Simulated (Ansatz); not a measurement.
Frontier orbitals of `CCO[SiH2]OC`.

Cartesian coordinates in Å:
```
C -0.1574 0.8832 2.5946
C -0.4153 0.0116 1.3914
O 0.6573 0.1420 0.4752
Si 0.9756 -0.9409 -0.7087
O -0.1736 -0.9979 -1.8727
C -0.4430 0.0709 -2.7507
H -0.0531 1.9275 2.2939
H -0.9853 0.8075 3.3037
H 0.7613 0.5790 3.0998
H -1.3510 0.3051 0.9006
H -0.5242 -1.0377 1.6974
H 1.0092 -2.3167 -0.1574
H 2.2679 -0.4939 -1.2822
H -0.9981 0.8679 -2.2453
H -1.0488 -0.3061 -3.5766
H 0.4787 0.4983 -3.1631
```

Total charge 0; spin multiplicity 1. The structure was optimised at the PBE0-D4/def2-TZVP level. It is one conformer, not always the lowest. Basis def2-TZVPP, Ansatz.

```csv
functional,HOMO (eV),LUMO (eV),gap (eV)
PBE,-6.63,0.10,6.73
r2SCAN,-6.95,0.61,7.56
B97M-V,-7.13,0.23,7.36
PBE0,-8.18,0.95,9.13
HSE06 (plane-wave form),-7.77,0.58,8.35
BHLYP,-9.70,1.65,11.35
CAM-B3LYP,-9.64,1.79,11.43
ωB97M-V,-10.60,2.46,13.06
HF,-12.09,3.65,15.74
```

Question: What is the vertical ionisation energy at frozen-core CCSD(T)/CBS(def2)? (An estimate is asked.)

Answer: Ansatz gave: 10.84 eV (T1 of the cation 0.042).

Against PBE, PBE0 changes HOMO and LUMO by −1.55 and +0.85 eV, ωB97M-V by −3.97 and +2.36 eV. A gap of 6.73 eV thus becomes 13.06 eV for the same molecule, so an orbital gap means little without its functional. A positive LUMO is unbound and depends on the basis. −ε(HOMO) differs from that ionisation energy by −4.21 eV with PBE and −0.24 eV with ωB97M-V.
